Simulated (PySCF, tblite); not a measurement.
Isomers of C6H9O2 (doublet state). Level: GFN2-xTB in tblite, geometry and Hessian alike; calculated harmonic values, unscaled, isolated species. Against measured fundamentals such values can be off by several per cent, at times by over 20. One conformer each. Open shells enter through the occupations alone, without spin polarisation, and single modes of such species can be off by tens of per cent.

Electronic energies: B3LYP/pcH-1 single points on the GFN2-xTB geometries (PySCF, gas phase).

| SMILES | electronic energy, lowest = 0 (kcal/mol) |
| --- | --- |
| [H]/[C]=C\CCCC(=O)O | 0.0 |
| COCC(=O)[C]1CC1 | 28.5 |
| [CH2]OCCC1=C[C@H]1O | 59.6 |

Problem. How do GFN2-xTB zero-point energies change the relative energies?

Solution. 
| SMILES | ZPE (kcal/mol) | of it from modes above 1550 cm⁻¹ | electronic (kcal/mol) | with ZPE, lowest = 0 (kcal/mol) | lowest mode (cm⁻¹) | rings |
| --- | --- | --- | --- | --- | --- | --- |
| [H]/[C]=C\CCCC(=O)O | 84.5 | 44.4 | 0.0 | 0.0 | 24 | 0 |
| COCC(=O)[C]1CC1 | 84.3 | 42.9 | 28.5 | 28.3 | 43 | 1 |
| [CH2]OCCC1=C[C@H]1O | 83.5 | 41.2 | 59.6 | 58.6 | 71 | 1 |

The zero-point energies span 1.0 kcal/mol, from `[CH2]OCCC1=C[C@H]1O` to `[H]/[C]=C\CCCC(=O)O`. The order is unchanged.

Problem. And how do the electronic energies of GFN2-xTB itself compare?

Solution. `[H]/[C]=C\CCCC(=O)O` 0.0; `COCC(=O)[C]1CC1` 4.1; `[CH2]OCCC1=C[C@H]1O` 38.4 kcal/mol, lowest = 0. Against the energies above, taken from the same isomer `[H]/[C]=C\CCCC(=O)O`, the largest difference is 24.4 kcal/mol.
